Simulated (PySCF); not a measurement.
Cl2GeH2O2, SMILES [OH][Ge]([Cl])([OH])[Cl]. Atoms are numbered in the order given.

```xyz
7

O     -0.1089     1.4640    -1.2309
Ge     0.0000     0.0000    -0.2659
O      0.1089    -1.4640    -1.2309
Cl    -1.7691    -0.0016     0.9272
Cl     1.7691     0.0016     0.9272
H      0.7340     1.6716    -1.6608
H     -0.7340    -1.6716    -1.6608
```
Charge 0, spin multiplicity 1.

Coordinates come from a r2SCAN-D4/def2-SVP optimisation. Other conformers were not sampled.

Two levels are set side by side: PBE/pcSseg-1 (PySCF) and HF/pcSseg-1 (PySCF). GIAO shifts against GeH4 (⁷³Ge), H2O (¹⁷O), HCl (³⁵Cl), TMS (¹H) at the same level; non-relativistic, no solvent, atoms listed together averaged. Without spin–orbit terms, shifts of atoms bonded to Cl or Br come out too high at both levels. Differences are taken from unrounded values.

```
quantity                      HF
-------------------------  -----
δ(¹⁷O) of O1, O3 (ppm)      54.0
δ(⁷³Ge) of Ge2 (ppm)       310.8
δ(³⁵Cl) of Cl4, Cl5 (ppm)    9.4
δ(¹H) of H6, H7 (ppm)       2.44
```

Task: What does PBE give, and how far is it from HF? (The exact figures need the calculation; the answer reports its results.)

Result: 
```
quantity                     PBE  PBE minus HF
-------------------------  -----  ------------
δ(¹⁷O) of O1, O3 (ppm)     120.2          66.3
δ(⁷³Ge) of Ge2 (ppm)       428.8         118.0
δ(³⁵Cl) of Cl4, Cl5 (ppm)  139.0         129.6
δ(¹H) of H6, H7 (ppm)       2.59          0.15
```

Rough cost on one machine, each run with all the roots and properties that it gave: HF against PBE within a factor of 2.
